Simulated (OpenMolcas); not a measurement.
W5+ among 6 point charges of -1.7 e arranged as an octahedron (Oh), 1.88 Å from the ion.

```yaml
Program: OpenMolcas 26.06
Method: CASSCF
Basis: ANO-RCC-VDZP [7s6p4d2f1g]
Scalar_Hamiltonian: DKH2, point nucleus
Active_space: 1 electron in 5 orbitals (5d)
State_averaging: 2S+1 = 2 even, 5 roots
Spin-orbit_coupling: RASSI with atomic mean-field integrals over the reference wave functions
```

Question: What is the spin-free ground state (labels of O, the rotations of Oh)?

Answer: 2T2, 3-fold in its orbital part, 100 % from free-ion D terms; it has the highest spin that d1 allows.

Question: Where is the first state of the same spin?

Answer: 2E at 15300 cm-1 above the ground state.

Question: What are the lowest two levels with spin-orbit coupling?

Answer: A 4-fold level Γ8, then a 2-fold level Γ7 6821 cm-1 above it. Their leading multiplicities are 2 (100 %) and 2 (100 %).

Question: What is χT at 300 K, and how does it compare with the textbook value?

Answer: The lowest level has 2S+1 = 2, for which the spin-only value is χT = S(S+1) / 2 = 0.375 cm3 K/mol (g = 2). The computed 0.122 at 300 K differs by -0.253, through orbital momentum, spin-orbit coupling and any other state in reach. With a threefold ground state the orbital momentum is unquenched, so the spin-only value is not expected to hold.

Question: Which ligand-field parameters describe the states?

Answer: The gap between the two states is 10Dq = 15301 cm-1. 

An orbital triplet at a regular site is open to Jahn-Teller coupling, which can distort the site and quench the lowest spin-orbit gaps and is left out. This field is weak: 10Dq is about 15301 cm-1, while octahedral complexes of 5d ions of charge 3 and more, computed by the same method with explicit ligands, had a median near 35000 cm-1. Ground spin and moment need not be those of a real site. This is an electrostatic model: the charges have no orbitals. No measured value stands beside these numbers.
